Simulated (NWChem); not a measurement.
System: ZnI2; SMILES [I][Zn][I]

```xyz
3

Zn     0.0000     0.0000     0.0000
I      0.0000     0.0000     2.4242
I      0.0000     0.0000    -2.4242
```
Atoms are numbered in this order, from 1.

Level: PBE0/def2-SVP with def2 effective core potentials on I (NWChem), optimised geometry, unscaled harmonic frequencies. def2 effective core potentials on I; no spin-orbit coupling.

```
frequency (cm⁻¹)  IR intensity (km/mol)
----------------  ---------------------
66                                  4.9
66                                  4.9
155                                 0.0
342                                60.1
```

| Property | Value |
|---|---|
| zero-point energy | 0.9 kcal/mol |
| thermal correction to the enthalpy at 298.15 K (with zero-point energy) | 4.6 kcal/mol |
| heat capacity Cv | 12.4 cal/(mol K) |
| entropy at 298.15 K and 1 atm (symmetry number 2) | 75.6 cal/(mol K) |

Rigid rotor and harmonic oscillator; modes under 100 cm⁻¹ make the entropy uncertain.
